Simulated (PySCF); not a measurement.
Record of a relaxation.

Compound: C3H4FNOSi.
Numbering: `[CH2:1]=[CH:2][O:3][Si@@H:4]([F:5])[C:6]#[N:7]` (hydrogens: H8, H9 on C1; H10 on C2; H11 on Si4)

Computed by this run: PySCF, PBE0-D3(BJ)/def2-SVP geometry optimisation, gas phase; density fitting, grid level 1; the optimiser is geomeTRIC in internal coordinates, started from a GFN2-xTB structure with every atom displaced at random (about 0.01 Å). The frame can shift and turn from step to step; on so coarse a grid that alone can change the energy by a few meV, and forces under 0.02 eV/Å are noise.

Step 0: E = -17285.6258 eV, largest atomic force 3.515 eV/Å
```
atom  x, y, z in Å  |  force x, y, z in eV/Å
C1      1.735    0.271    0.568   -1.612   1.091   0.659
C2      1.384   -0.473   -0.463   -0.220  -0.375  -0.385
O3      0.131   -0.618   -0.980    3.268  -0.808   0.062
Si4    -1.268    0.018   -0.682   -3.504  -0.209   0.189
F5     -2.208   -0.817   -1.711   -0.039   0.419   0.403
C6     -1.900   -0.376    1.047    0.983   0.473  -2.304
N7     -2.223   -0.592    2.123   -0.619  -0.371   1.866
H8      2.744    0.357    0.904    0.852  -0.116   0.178
H9      0.975    0.885    1.109    0.496  -0.369  -0.231
H10     2.111   -1.070   -0.989    0.297  -0.370  -0.416
H11    -1.443    1.429   -0.942    0.098   0.636  -0.021
```

Step 1: E = -17285.8593 eV, largest atomic force 0.453 eV/Å
```
atom  x, y, z in Å  |  force x, y, z in eV/Å
C1      1.661    0.284    0.585    0.098   0.146   0.051
C2      1.388   -0.485   -0.465   -0.113  -0.062  -0.044
O3      0.165   -0.665   -1.024   -0.422   0.056  -0.154
Si4    -1.320    0.000   -0.726    0.345  -0.161   0.183
F5     -2.402   -0.728   -1.662    0.163  -0.056   0.015
C6     -1.765   -0.387    1.033   -0.136  -0.027   0.046
N7     -2.042   -0.604    2.138    0.056   0.030  -0.110
H8      2.691    0.364    0.938   -0.065  -0.036   0.019
H9      0.893    0.858    1.112    0.027  -0.005   0.022
H10     2.151   -1.071   -0.985    0.016   0.017  -0.006
H11    -1.383    1.449   -0.960    0.031   0.098  -0.021
```

Step 2: E = -17285.8688 eV, largest atomic force 0.162 eV/Å
```
atom  x, y, z in Å  |  force x, y, z in eV/Å
C1      1.684    0.302    0.576   -0.131   0.016  -0.038
C2      1.378   -0.478   -0.461    0.106  -0.104  -0.065
O3      0.155   -0.663   -1.018   -0.112   0.110   0.040
Si4    -1.320    0.000   -0.710    0.112  -0.020   0.054
F5     -2.367   -0.741   -1.672    0.006  -0.029  -0.019
C6     -1.803   -0.402    1.033   -0.040   0.016  -0.022
N7     -2.099   -0.627    2.131    0.019   0.003  -0.007
H8      2.717    0.348    0.922   -0.003   0.000  -0.007
H9      0.940    0.897    1.112   -0.005   0.004   0.021
H10     2.133   -1.076   -0.980    0.032   0.002   0.013
H11    -1.381    1.455   -0.947    0.017   0.002   0.030
```

Step 3: E = -17285.8604 eV, largest atomic force 0.473 eV/Å
```
atom  x, y, z in Å  |  force x, y, z in eV/Å
C1      1.638    0.308    0.550    0.286  -0.169  -0.035
C2      1.389   -0.503   -0.480   -0.266   0.304   0.246
O3      0.161   -0.674   -1.027    0.199  -0.227  -0.191
Si4    -1.288    0.011   -0.686   -0.078   0.080  -0.107
F5     -2.329   -0.715   -1.664   -0.132   0.006  -0.036
C6     -1.794   -0.409    1.044    0.030   0.028  -0.057
N7     -2.097   -0.642    2.138   -0.021  -0.019   0.081
H8      2.654    0.369    0.937    0.054   0.073   0.046
H9      0.865    0.897    1.052   -0.006  -0.011  -0.014
H10     2.159   -1.101   -0.977   -0.058   0.002   0.012
H11    -1.320    1.473   -0.903   -0.008  -0.067   0.054
```

Step 4: E = -17285.8709 eV, largest atomic force 0.122 eV/Å
```
atom  x, y, z in Å  |  force x, y, z in eV/Å
C1      1.659    0.299    0.568    0.070  -0.033  -0.040
C2      1.384   -0.488   -0.472   -0.067   0.061   0.081
O3      0.159   -0.668   -1.024   -0.008  -0.042  -0.088
Si4    -1.306    0.004   -0.703    0.040   0.010   0.006
F5     -2.356   -0.732   -1.665   -0.030  -0.017  -0.020
C6     -1.790   -0.399    1.039   -0.022   0.015  -0.041
N7     -2.084   -0.624    2.137    0.004  -0.005   0.031
H8      2.685    0.358    0.932    0.014   0.021   0.021
H9      0.898    0.885    1.091    0.000  -0.007   0.008
H10     2.147   -1.082   -0.983   -0.009   0.008   0.010
H11    -1.357    1.460   -0.935    0.009  -0.011   0.033
```

Step 5: E = -17285.8720 eV, largest atomic force 0.045 eV/Å
```
atom  x, y, z in Å  |  force x, y, z in eV/Å
C1      1.664    0.302    0.566   -0.015   0.002  -0.002
C2      1.381   -0.490   -0.467    0.017   0.029   0.010
O3      0.158   -0.671   -1.025    0.017  -0.035  -0.021
Si4    -1.306    0.002   -0.704    0.000   0.017   0.002
F5     -2.356   -0.724   -1.673   -0.003  -0.001  -0.002
C6     -1.799   -0.406    1.034   -0.020  -0.005  -0.013
N7     -2.096   -0.632    2.131    0.006   0.001   0.011
H8      2.690    0.367    0.929    0.003  -0.011  -0.003
H9      0.905    0.892    1.089   -0.002   0.004   0.006
H10     2.144   -1.087   -0.975   -0.003  -0.001   0.000
H11    -1.347    1.460   -0.920    0.000   0.002   0.012
```

Step 6: E = -17285.8722 eV, largest atomic force 0.025 eV/Å
```
atom  x, y, z in Å  |  force x, y, z in eV/Å
C1      1.663    0.307    0.567   -0.009  -0.003   0.003
C2      1.381   -0.488   -0.465    0.010   0.002  -0.007
O3      0.160   -0.673   -1.026    0.013  -0.020  -0.004
Si4    -1.304    0.001   -0.705   -0.017   0.018   0.003
F5     -2.354   -0.719   -1.680    0.007   0.005   0.003
C6     -1.804   -0.412    1.030   -0.011  -0.014   0.000
N7     -2.102   -0.640    2.126    0.006   0.003  -0.002
H8      2.690    0.365    0.928   -0.004   0.007   0.007
H9      0.907    0.901    1.088    0.004  -0.003  -0.002
H10     2.144   -1.088   -0.968    0.003   0.001  -0.001
H11    -1.341    1.461   -0.910   -0.002   0.004   0.001
```

**Question.** Summarise the path.

**Answer.** The energy falls by 5.68 kcal/mol from step 0 to step 6; nine tenths of that is first reached at step 1. It rises by more than 0.2 meV at step 3. The largest force goes from 3.515 to 0.025 eV/Å. Among the bonds O3–Si4 changes most, from 1.565 to 1.643 Å; the atoms move by 0.092 Å rms after alignment.

Run on one thread of an Arm Neoverse V1, shared host with 32 logical CPUs at a one-minute load of 31.
